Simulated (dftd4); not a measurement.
indium atom (In), doublet; D4 for tpss run with dftd4 4.2.0.

The dftd4 input:
```
$ dftd4 mol.xyz --func tpss --charge 0 --json dftd4.json --noedisp --grad

# file mol.xyz
1

In     0.00000000     0.00000000     0.00000000
```

Problem. What does dftd4 print? Leave out banner, timings and long lists.

Solution. 
```
                    ____  _____ _____     ____  _  _
      -------------|  _ \|  ___|_   _|---|  _ \| || |------------
     |             | | | | |_    | | ___ | | | | || |_           |
     |             | |_| |  _|   | ||___|| |_| |__   _|          |
     |             |____/|_|     |_|     |____/   |_|            |
     |             ===================================           |
     |            E. Caldeweyher, S. Ehlert & S. Grimme          |
     |          Mulliken Center for Theoretical Chemistry        |
     |                    University of Bonn                     |
      -----------------------------------------------------------

Rational (Becke-Johnson) damping: tpss-D4-ATM
---------------------
  s6         1.0000
  s8         1.7660
  s9         1.0000
  a1         0.4282
  a2         4.5426
 alp        16.0000
--------------------

Dispersion energy:       0.0000000000000E+00 Eh

Gradient norm:           0.0000000000000E+00 Eh/a0
--------------------------------------------------
     #    Z           dE/dx      dE/dy      dE/dz
--------------------------------------------------
     1   49 In    0.000E+00  0.000E+00  0.000E+00
--------------------------------------------------

Virial:
--------------------------------------------------
      component           x          y          z
--------------------------------------------------
          x       0.000E+00  0.000E+00  0.000E+00
          y       0.000E+00  0.000E+00  0.000E+00
          z       0.000E+00  0.000E+00  0.000E+00
--------------------------------------------------

[Info] Dispersion results written to 'dftd4.txt'
[Info] JSON dump of results written to 'dftd4.json'
```
